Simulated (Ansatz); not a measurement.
Ideal-gas functions of H4N2S2W (`[NH2][W]([NH2])(=[S])=[S]`) at 500 K and 1 bar, from an Ansatz frequency run at PBE0-D4/def2-TZVP.

Molar mass 280.02 g/mol, point group C2v (symmetry number 2), electronic degeneracy 1, moments of inertia 209.968, 296.509, 329.853 u Å². Harmonic wavenumbers (cm⁻¹, unscaled): 146, 159, 168, 210, 223, 270, 342, 411, 431, 544, 556, 651, 680, 697, 719, 1535, 1538, 3584, 3587, 3689, 3689.

Use S(trans) = R[1.5 ln M + 2.5 ln T − 1.1517]; rotational temperatures θ = 24.2544 K / I; S(rot) = R[ln(√π/σ · √(T³/θAθBθC)) + 1.5]; for each mode x = 1.438777 ν̃/T, S = R[x/(eˣ − 1) − ln(1 − e⁻ˣ)] and H = RT x/(eˣ − 1); 1 cm⁻¹ = 0.0119627 kJ/mol; R = 8.31446 J/(mol·K).

Q: By hand: the entropy, in J/(mol·K).

A: Translation 189.9. Rotation: θ = 0.1155, 0.0818, 0.0735 K, giving 119.2. Vibration, mode by mode: 15.59, 14.89, 14.44, 12.63, 12.14, 10.62, 8.78, 7.39, 7.04, 5.39, 5.24, 4.21, 3.94, 3.79, 3.61, 0.55, 0.55, 0.00, 0.00, 0.00, 0.00, in all 130.8. Electronic 0.0. Sum 439.9 J/(mol·K).

Q: By hand: H − E and G − E in kJ/mol, counted from the electronic energy.

A: Zero-point energy ½ × 23829 × 0.0119627 = 142.5; thermal vibration 34.5; translation, rotation and pV give 4 RT = 16.6. H − E = 193.6 kJ/mol, and G − E = 193.6 − 500 × 439.9/1000 = -26.4 kJ/mol.

Vibration gives 30 % of the entropy, 15.6 J/(mol·K) of it from the mode under 150 cm⁻¹: soft modes count most, and the harmonic formula is weakest for them. The sum counts one conformer and one mirror image; others add a mixing term.
